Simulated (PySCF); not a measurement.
# Correlation energy of V⁺ (vanadium, charge +1)

[Ar] 3d3 4s1, high-spin 5F determinant (an excited configuration). All numbers are calculated (PySCF 2.14, the spin-free X2C one-electron Hamiltonian (Gaussian nucleus), in aug-cc-pVTZ-DK (8s7p5d3f2g, 93 functions)). Frozen: [Ar]; 4 electrons correlated.

```csv
level,correlation energy (mhartree)
CCSD,-33.68
(T),-0.37
CCSD(T),-34.05
```

Diagnostics: T1 = 0.0076, D1 = 0.0143, largest double amplitude 0.021.

Is a single reference adequate?

Yes: T1 lies below 0.03 and no double amplitude reaches 0.07.
